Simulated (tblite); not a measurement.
Species: C₆H₉NSi.
Numbering: `[NH2:1][SiH2:2][C:3]1=[CH:4][C@@H:5]2[CH:6]=[CH:7][C@H:8]12` (hydrogens: H9, H10 on N1; H11, H12 on Si2; H13 on C4; H14 on C5; H15 on C6; H16 on C7; H17 on C8)

Structure optimised with GFN2-xTB, isolated species.

Task: What internal coordinates does the optimisation give?

Result: 
| bond | length (Å) |
| --- | --- |
| N1–Si2 | 1.723 |
| Si2–C3 | 1.867 |
| C3=C4 | 1.337 |
| C4–C5 | 1.509 |
| C5–C6 | 1.512 |
| C6=C7 | 1.330 |
| C7–C8 | 1.507 |
| C3–C8 | 1.525 |
| C5–C8 | 1.554 |
| N1–H9, N1–H10 | 1.007 |
| Si2–H11 | 1.477 |
| Si2–H12 | 1.465 |
| C4–H13 | 1.075 |
| C5–H14 | 1.085 |
| C6–H15 | 1.074 |
| C7–H16 | 1.074 |
| C8–H17 | 1.084 |

Bonds in one row agree within 0.01 Å and their mean is given. A selection of angles:
| angle | degrees |
| --- | --- |
| Si2–N1–H9 | 118.8 |
| H9–N1–H10 | 109.8 |
| N1–Si2–C3 | 105.8 |
| N1–Si2–H11 | 115.8 |
| N1–Si2–H12 | 105.6 |
| C3–Si2–H11 | 107.9 |
| C3–Si2–H12 | 112.5 |
| H11–Si2–H12 | 109.3 |
| Si2–C3–C4 | 137.1 |
| Si2–C3–C8 | 129.9 |
| C4–C3–C8 | 93.0 |
| C3–C4–C5 | 95.2 |
| C3–C4–H13 | 134.3 |
| C5–C4–H13 | 130.4 |
| C4–C5–C6 | 113.7 |
| C4–C5–C8 | 85.5 |
| C4–C5–H14 | 119.5 |
| C6–C5–C8 | 85.6 |
| C6–C5–H14 | 119.1 |
| C8–C5–H14 | 124.5 |
| C5–C6–C7 | 94.2 |
| C5–C6–H15 | 130.6 |
| C7–C6–H15 | 135.1 |
| C6–C7–C8 | 94.3 |
| C6–C7–H16 | 134.9 |
| C8–C7–H16 | 130.7 |
| C7–C8–H17 | 119.7 |
| C3–C8–C7 | 113.7 |
| C3–C8–C5 | 86.3 |
| C3–C8–H17 | 118.5 |
| C5–C8–C7 | 85.9 |
| C5–C8–H17 | 124.3 |
| H10–N1–Si2 | 118.7 |

Torsions: N1–Si2–C3–C4 -5° (synperiplanar); Si2–C3–C4–C5 -176° (antiperiplanar); C3–C4–C5–C6 83° (synclinal); C4–C5–C6–C7 -83° (synclinal); C5–C6–C7–C8 0° (synperiplanar); C6–C7–C8–C3 84° (synclinal); Si2–C3–C8–C7 93° (anticlinal); C4–C5–C8–C7 114° (anticlinal).

The C–C distances run from 1.330 Å (C6=C7, drawn double) to 1.554 Å (C5–C8, drawn single), a spread of 0.224 Å. The 4-membered ring C3–C4–C5–C8 has internal angles of 85.5° to 95.2° (sum 360°, against 360° for a flat polygon); it is planar, 0.00 Å rms from its mean plane, widest ring torsion 0°. N1 (silicon-bound nitrogen) is pyramidal (angles 118.8°, 118.7° and 109.8°, sum 347.3°, 0.25 Å off the plane of its three neighbours). The 4-membered ring C5–C6–C7–C8 has internal angles of 85.6° to 94.3°; it is planar, 0.00 Å rms from its mean plane, widest ring torsion 0°. Si2 (SiH2 silicon) is distorted tetrahedral (angles from 105.6° to 115.8°).

Point group: C1 (no symmetry element, even within 0.4 Å). Its GFN2-xTB frequencies are all real (lowest 29 cm⁻¹). One conformer, not necessarily the lowest (H–N1–Si2–C3 -45° and 178°, N1–Si2–C3–C4 -5°).

The numbers are calculated, not measured.
